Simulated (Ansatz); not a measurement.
```xyz
14

C     1.4630   -1.5897    1.9709
B     0.4323   -0.6249    1.3057
S     0.5046   -0.3044   -0.4315
C    -0.8653    0.8542   -0.7483
C    -0.9226    1.2098   -2.2192
H     2.1973   -2.0202    1.2877
H     0.9322   -2.4093    2.4690
H     1.9996   -1.0635    2.7688
H    -0.4247   -0.0830    1.9455
H    -0.7045    1.7415   -0.1352
H    -1.7906    0.3785   -0.4224
H     0.0046    1.6841   -2.5480
H    -1.0817    0.3219   -2.8349
H    -1.7441    1.9050   -2.4081
```

The species carries charge 0 and has multiplicity 1.

(1) List the r2SCAN/def2-TZVPP orbital energies in eV (Ansatz 0.2.0). (Estimate.)

Results:

(1) Ansatz gave: Occupied: -2408.93, -273.94, -273.08, -272.32, -213.37, -180.35, -157.44, -157.31, -157.30, -20.99, -18.61, -17.81, -15.55, -12.26, -11.82, -10.99, -10.09, -10.01, -9.91, -9.17, -8.76, -8.06, -7.27, -6.49. Lowest empty: -1.23, 0.32, 1.24, 2.08, 2.32, 2.59, 2.70, 2.90.
